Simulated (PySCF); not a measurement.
**Finite-field polarisability of Ru (ruthenium, neutral)**

[Kr] 4d7 5s1, high-spin 5F determinant. Computed with PySCF 2.14 in aug-cc-pwCVDZ-PP with ECP28MDF (6s6p5d3f, 70 functions), with a scalar-relativistic core potential. Frozen: 4s2 4p6. Energy changes in a uniform field (μhartree):

```csv
axis,F (au),HF,MP2,CCSD,CCSD(T)
x,0.0015,-104.951,-62.065,-78.151,-76.124
x,0.003,-420.025,-248.786,-312.809,-304.708
y,0.0015,-104.951,-62.065,-78.151,-76.124
y,0.003,-420.025,-248.786,-312.809,-304.708
z,0.0015,-104.950,-62.065,-78.148,-76.122
z,0.003,-420.018,-248.794,-312.799,-304.698
```

Task: Derive α along x at CCSD(T) from the two fields.

Result: With ΔE = −αF²/2 − γF⁴/24, α = −(16 ΔE(F) − ΔE(2F))/(6F²) = 67.65 bohr³.

Task: And the mean polarisability at each level?

Result: HF 93.27, MP2 55.13, CCSD 69.45, CCSD(T) 67.65 bohr³. Reference: 72 ± 10 bohr³ (recommended; Schwerdtfeger and Nagle, table of static dipole polarizabilities (2023 update)).

A double-zeta set is small for polarisabilities.
